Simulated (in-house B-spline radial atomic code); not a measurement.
**Bi VII (Bi6+): [Xe] (4f5/2)5 (4f7/2)8 5d10 (with a hole in an inner shell)**

Method: Dirac-Hartree-Fock, average of the jj configuration, Fermi nucleus of rms radius 5.5211 fm. Calculated with a B-spline radial code for spherical atoms.

Z_r = [3n² - l(l+1)]/(2<r>); Z_e = n√(-2ε); the last column is Slater's effective charge. Values are occupation-weighted means over j. An effective charge above Z reflects the relativistic contraction of the inner shells.

```
shell  electrons   ε (eV)  <r> (bohr)    Z_r    Z_e  Slater
   1s          2   -91234     0.01579  94.97  81.89   82.70
   2s          2   -16621     0.06576  91.25  69.90   78.85
   2p          6   -14394     0.05996  83.38  65.05   78.85
   3s          2  -4157.3      0.1707  79.07  52.44   71.75
   3p          6  -3501.6      0.1724  72.51  48.13   71.75
   3d         10  -2766.3      0.1576  66.64  42.78   61.85
   4s          2  -1063.2      0.3758  63.87  35.36   55.25
   4p          6   -841.3      0.3985  57.72  31.45   55.25
   4d         10  -564.54      0.4189  50.14  25.77   43.85
   4f         13  -268.82      0.4331  41.56  17.78   32.80
   5s          2  -261.29      0.8296  45.20  21.91   26.20
   5p          6  -194.53      0.9278  39.34  18.91   26.20
   5d         10  -109.98       1.138  30.32  14.22   12.85
```

The least bound orbital is 5d5/2 at -108.6 eV, and it is also the most diffuse (<r> = 1.15 bohr). The part-filled 4f shell lies below the filled 5d shell in orbital energy.

For the 1s electron the small component carries 10.1 % of the norm, the zero-frequency Breit interaction raises the level by 358 eV, self-energy by 233.5 eV, and vacuum polarisation lowers it by 50.59 eV.
